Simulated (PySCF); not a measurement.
## A fit for the 17O shielding

GIAO PBE0/pcSseg-1 on GFN2-xTB geometries (PySCF 2.14, gas phase, non-relativistic):

| SMILES | IAO charge (e) of O | σ(O) (ppm) |
| --- | --- | --- |
| C=NC(=C)O[SiH2]C1CCC1 | -0.597 | 229.5 |
| C=NC(=C)O[SiH2]C | -0.603 | 239.4 |
| C=NC(=C)O[SiH2]N[SiH3] | -0.585 | 213.8 |
| C=NC(=C)O[SiH2]NC | -0.578 | 210.9 |
| C=NC(=C)O[SiH2]C(C)C | -0.584 | 218.6 |

Question: Fit σ(O) as a line in the IAO charge of O. How well does it hold?

Answer: σ = -441.7 − 1126.8 x, with x in e; correlation -0.98, rms deviation 2.2 ppm, largest 3.7 ppm at `C=NC(=C)O[SiH2]N[SiH3]`. A charge says how many electrons sit at the atom, not how easily they circulate, so such a line holds only within like compounds.

Question: A further member, `C=NC(=C)O[SiH2]C#N`, has x = -0.602. What does the line predict, and what does the calculation give?

Answer: The line gives 236.6 ppm; the calculation 245.5 ppm, a difference of 8.9 ppm, outside the usual scatter of the fit.
